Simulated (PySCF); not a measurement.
Compound: CF3SO2Cl.
Z-matrix (Å and degrees, PBE0-D3(BJ)/def2-TZVP geometry), rows numbered from 1:
```
O 
S   1  1.4186
O   2  1.4188  1  123.24
Cl  2  2.0188  1  108.57  3  -128.45
C   2  1.8663  1  107.32  3   125.35
F   5  1.3191  2  106.73  1   -66.31
F   5  1.3165  2  110.06  1    52.96
F   5  1.3165  2  110.00  1   174.39
```

All values: wB97X-D/pcSseg-2 (PySCF, non-relativistic), on one gas-phase PBE0-D3(BJ)/def2-TZVP geometry that isn't relaxed in the solvent. The solvent is an IEF-PCM continuum (cavity from Bondi-type radii × 1.2). The model holds no explicit solvent molecules, cavitation or dispersion.

Gas phase at wB97X-D/pcSseg-2: HOMO -11.88 eV, LUMO -0.29 eV, dipole 1.85 D.

Q: What does the continuum do to the energy, the frontier levels and the dipole at wB97X-D/pcSseg-2 in chloroform?

A: 
| solvent | ε | E(solvent) − E(gas) (kcal/mol) | polarisation term (kcal/mol) | distortion of the solute (kcal/mol) | HOMO (eV) | LUMO (eV) | dipole (D) |
| --- | --- | --- | --- | --- | --- | --- | --- |
| chloroform | 4.711 | -2.16 | -2.34 | 0.18 | -11.78 | -0.14 | 2.19 |

The polarisation term is half the interaction of the solute with the surface charges that it induces; the rest is the cost of distorting the solute's density. The sum is the electrostatic part of solvation alone.

Q: Which radius a makes the point-dipole formula ΔE = −[(ε − 1)/(2ε + 1)]·μ²/a³ give the value in chloroform, with the gas-phase dipole?

A: μ = 0.728 au and |ΔE| = 0.00344 Eh give a = 2.01 Å; the farthest nucleus lies 2.27 Å from the centroid of the nuclei, so such a sphere wouldn't even hold the nuclei. The formula assumes a rigid point dipole at the centre of a sphere.

Note: wB97X-D ran without an empirical dispersion term, which enters the total energy and its gradient alone.
